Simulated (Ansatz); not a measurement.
Reaction (SMILES): [GeH3] (GeH3) → Ge atom + 3 H atom
B3LYP-D3(BJ)/def2-TZVP geometries, fixed; electronic energies without zero-point terms.
Largest species:
```
Ge
H 1 1.5431
H 1 1.5431 2 110.72
H 1 1.5431 2 110.72 3 -123.21
```
Charge 0, spin multiplicity 2.

Basis-set convergence of the atomisation energy at PBE with Ansatz (a first-principles code). All functions are spherical. The program fits the integrals of some runs and decomposes those of others, by size. Open shells are unrestricted. No added dispersion term, no relativity. Functions are those of the species that has most. Reference: the value in aug-cc-pV5Z, 200.78 kcal/mol, itself unsure by roughly 0.41 kcal/mol (its mean distance from pcseg-4, aug-pcseg-3, aug-cc-pVQZ). Deviations are taken from unrounded values.

| basis | functions | atomisation energy (kcal/mol) |
|---|---|---|
| cc-pVDZ | 42 | 199.01 |
| aug-cc-pVDZ | 63 | 197.98 |
| pcseg-1 | 42 | 199.35 |
| aug-pcseg-1 | 63 | 199.08 |
| def2-SVP | 47 | 200.67 |
| def2-SVPD | 62 | 201.33 |
| def2-TZVP | 66 | 201.00 |
| def2-TZVPD | 81 | 201.14 |
| cc-pVTZ | 85 | 200.55 |
| aug-cc-pVTZ | 128 | 200.30 |
| pcseg-2 | 85 | 200.14 |
| aug-pcseg-2 | 128 | 200.21 |
| def2-TZVPP | 90 | 201.55 |
| def2-TZVPPD | 105 | 201.59 |
| cc-pVQZ | 158 | 200.94 |
| aug-cc-pVQZ | 231 | 201.05 |
| pcseg-3 | 167 | 200.28 |
| aug-pcseg-3 | 240 | 200.30 |
| def2-QZVPP | 179 | 200.80 |
| def2-QZVPPD | 194 | 200.82 |
| cc-pV5Z | 269 | 200.71 |
| aug-cc-pV5Z | 380 | 200.78 |

What the diffuse functions change, pair by pair:
- cc-pVDZ to aug-cc-pVDZ: 21 more functions, deviation -1.77 to -2.80 kcal/mol
- pcseg-1 to aug-pcseg-1: 21 more functions, deviation -1.43 to -1.71 kcal/mol
- def2-SVP to def2-SVPD: 15 more functions, deviation -0.12 to 0.55 kcal/mol
- def2-TZVP to def2-TZVPD: 15 more functions, deviation 0.21 to 0.35 kcal/mol
- cc-pVTZ to aug-cc-pVTZ: 43 more functions, deviation -0.23 to -0.48 kcal/mol
- pcseg-2 to aug-pcseg-2: 43 more functions, deviation -0.65 to -0.57 kcal/mol
- def2-TZVPP to def2-TZVPPD: 15 more functions, deviation 0.77 to 0.80 kcal/mol
- cc-pVQZ to aug-cc-pVQZ: 73 more functions, deviation 0.16 to 0.27 kcal/mol
- pcseg-3 to aug-pcseg-3: 73 more functions, deviation -0.50 to -0.48 kcal/mol
- def2-QZVPP to def2-QZVPPD: 15 more functions, deviation 0.02 to 0.04 kcal/mol
- cc-pV5Z to aug-cc-pV5Z: 111 more functions, deviation -0.07 to 0.00 kcal/mol

Leaving out the reference's own pair, they bring the value nearer the reference by more than 0.41 kcal/mol in 0 of 10 pairs.
